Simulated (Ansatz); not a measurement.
A nudged elastic band was laid between two geometries of C2H8O2Si (13 atoms, charge 0, multiplicity 1).

Level of theory: Ansatz 0.2.0, RKS PBE-D4/cc-pVDZ.

```json
{"movable images": "2", "climbing image": "yes", "spring": "5.0 eV/Å²", "optimiser": "quadratic models (default)", "start path": "through a guess of the saddle point", "force threshold": "0.05 eV/Å", "iteration limit": "60", "end points": "relaxed"}
```

First end point:

```xyz
13
Properties=species:S:1:pos:R:3
O -1.171 1.242 0.119
C -0.955 0.042 0.892
C 0.528 -0.310 0.800
Si 1.096 -0.564 -1.007
O 0.701 0.818 -1.916
H -2.133 1.408 0.095
H -1.264 0.212 1.950
H -1.571 -0.801 0.495
H 0.724 -1.238 1.379
H 1.134 0.498 1.264
H 0.402 -1.807 -1.535
H 2.589 -0.770 -1.078
H -0.060 1.234 -1.441
```

Last end point:

```xyz
13
Properties=species:S:1:pos:R:3
O -1.149 1.028 -0.060
C -0.889 0.029 0.982
C 0.585 -0.325 0.904
Si 1.066 -1.300 -0.747
O 0.614 0.398 -1.856
H -2.116 1.110 -0.171
H -1.184 0.474 1.960
H -1.519 -0.873 0.798
H 0.825 -1.021 1.740
H 1.195 0.589 1.075
H 0.173 0.031 -2.649
H 2.572 -0.933 -0.680
H -0.152 0.757 -1.280
```

What changes between the two ends?

Bonds broken: Si4–H11. Bonds formed: O5–H11.

What energy profile does the band end with?

The forces met the threshold. The highest image is number 2 of 0 to 3, 2.69 eV above the first end and 0.87 eV above the last; the last end lies 1.83 eV above the first. Neighbouring images differ by up to 2.2 eV, so the band resolves the path poorly. Another band between the same ends (7 images) ends at a top of the same energy, where a vibrational analysis finds 1 clearly imaginary mode. So few images can step over the top or miss a turn of the path. The orbitals stay closed-shell, which can raise the energy where a bond breaks towards radicals; this wasn't checked here.

```tsv
image	path coordinate (Å)	energy (eV)	Si4–H11 (Å)	O5–H11 (Å)
0	0.00	0.00	1.52	2.67
1	0.90	0.45	1.50	2.29
2	1.80	2.69	1.62	1.35
3	2.85	1.83	2.49	0.98
```

What is the geometry of the highest image?


```xyz
13
Properties=species:S:1:pos:R:3
O -1.142 1.139 0.025
C -0.933 0.040 0.944
C 0.543 -0.335 0.884
Si 1.092 -0.973 -0.850
O 0.691 0.576 -1.958
H -2.105 1.263 -0.081
H -1.233 0.353 1.971
H -1.563 -0.835 0.656
H 0.759 -1.116 1.644
H 1.163 0.551 1.150
H 0.183 -0.661 -2.152
H 2.617 -1.011 -0.803
H -0.050 0.972 -1.414
```

The run took 95 s on 2 threads of Arm Neoverse V2, on a shared host, peak memory 0.15 GiB.
